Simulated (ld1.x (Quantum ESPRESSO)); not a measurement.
**What one change does to a pseudopotential (Ti, TM)**

```json
{
 "Element": "Ti",
 "Generator": "ld1.x (Quantum ESPRESSO) 7.5",
 "Type": "norm-conserving Troullier–Martins (Kleinman–Bylander form)",
 "Functional": "PBE",
 "Relativity": "scalar-relativistic",
 "Frozen core": "[Ar]",
 "Valence charge": "4",
 "Reference configuration": "3d2 4s2 4p0",
 "Partial waves": "4p (bound, empty): rc 2.90 bohr; 3d (bound): rc 2.55 bohr; 4s (bound): rc 2.25 bohr",
 "Local potential": "the s channel",
 "Core correction": "none"
}
```

Change: wave 4s (bound): rc 2.25 bohr becomes 4s (bound): rc 3.32 bohr.

Cutoffs: the cutoffs (Ry, on a coarse ladder) from which the occupation-weighted sum of valence levels, in a spherical-Bessel basis at the reference potential, stays within 10 and 1 mRy of its value at 400 Ry; they do not see the model core or the augmentation charge, which bear on the density cutoff. Errors are all-electron minus pseudo energies relative to the spin-unpolarised reference configuration.

Q: What does the change do?

A: The potential gets neither clearly harder nor softer (35 Ry and 45 Ry → 35 Ry and 45 Ry); of the 7 tests that both files solve, the error grows in 1 and shrinks in 1 by more than 15 % and 0.3 meV (median size 175.1 → 171.3 meV); neither file shows a bound ghost.

| quantity | base | changed |
| --- | --- | --- |
| cutoff, loose | 35 Ry | 35 Ry |
| cutoff, tight | 45 Ry | 45 Ry |
| bound ghosts | none | none |
| error for 3d2 4s1 4p0, meV [ΔE 7.35 eV] | +13 | +11 |
| error for 3d2 4s0 4p0, meV [ΔE 20.92 eV] | +199 | +171 |
| error for 3d1 4s0 4p0, meV [ΔE 47.87 eV] | +489 | +416 |
| error for 3d1 4s2 4p0, meV [ΔE 9.74 eV] | +230 | +245 |
| error for 3d1 4s2 4p1, meV [ΔE 4.67 eV] | +175 | +181 |
| error for 3d2 4s1.5 4p0, meV [ΔE 2.94 eV] | +1.4 | +1.2 |
| error for 3d2.5 4s1.5 4p0, meV [ΔE 0.35 eV] | +7.7 | +9.0 |
